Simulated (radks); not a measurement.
Problem. The mean radii <r> (bohr) of the occupied orbitals of an atom or ion are listed with their occupations. All-electron calculation, non-relativistic Kohn-Sham, PBE, spin-unpolarised, spherical densities, point nucleus. Program: a radial shooting solver on a logarithmic mesh with Libxc functionals.

| orbital | occ. | <r> |
|---|---|---|
| 1s | 2 | 0.04018 |
| 2s | 2 | 0.1770 |
| 2p | 6 | 0.1523 |
| 3s | 2 | 0.5034 |
| 3p | 6 | 0.5033 |
| 3d | 10 | 0.4968 |
| 4s | 2 | 1.382 |
| 4p | 6 | 1.568 |
| 5s | 1 | 3.957 |

Name the element and its charge.

Solution. Z = 38, strontium, charge +1: Sr+ in [Kr] 5s1. The 1s radius gives Z: for a bare nucleus <r> = 1.5/Z, 0.03947 bohr for Z = 38, and screening makes it slightly larger (0.04018 here). The occupations add up to 37, and the charge is Z minus that.
